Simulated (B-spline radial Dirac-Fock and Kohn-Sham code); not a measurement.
Binding energies of Xe⁺ at several levels of theory

System: the Xe⁺ ion, configuration [Kr] 4d10 5s2 5p5.

The density-functional columns are spherical, spin-unpolarised Dirac-Kohn-Sham results without Breit or QED terms: −ε is minus the orbital energy of the initial state and ΔSCF the difference of two total energies. The reference in the last column comes from Dirac-Fock ΔSCF + Breit + QED. All numbers are from a radial B-spline solver, in eV; a selection of levels is shown. For the 1s level of heavy atoms much of the gap between ΔSCF and the reference is the Breit and QED part, -123.4 eV here; for other levels the error of the functional can be larger.

```csv
level,LDA −ε,LDA ΔSCF,PBE −ε,PBE ΔSCF,Dirac-Fock
K,34316.9,34686.8,34354.4,34725.4,34574.6
L1,5348.6,5415.4,5353.3,5419.8,5469.9
L2,5028.4,5111.7,5030.2,5113.5,5118.6
L3,4704.2,4781.7,4705.6,4783.0,4798.2
M1,1101.6,1124.5,1103.0,1125.8,1162.4
M2,968.2,991.9,968.7,992.3,1016.4
M3,906.7,929.5,907.1,929.7,954.3
M4,671.0,696.4,670.7,696.2,700.1
M5,657.9,683.1,657.7,682.8,687.5
N1,206.8,217.4,207.3,217.8,233.5
N2,159.6,169.8,159.7,170.0,180.0
N4,70.61,79.78,70.53,79.69,79.27
N5,68.61,77.70,68.54,77.62,77.30
O1,29.30,34.74,29.05,34.46,35.48
"O2,3",17.21,21.98,17.04,21.79,20.87
```

Problem. Order the estimates of the K (1s) level by their distance from the Dirac-Fock value, nearest first.
A. LDA ΔSCF
B. PBE −ε
C. LDA −ε
D. PBE ΔSCF

Solution. A (112.2 eV), D (150.8 eV), B (220.2 eV), C (257.8 eV).

Values without a named source are computed, but for edge energies of neutral atoms, which are taken from tables.
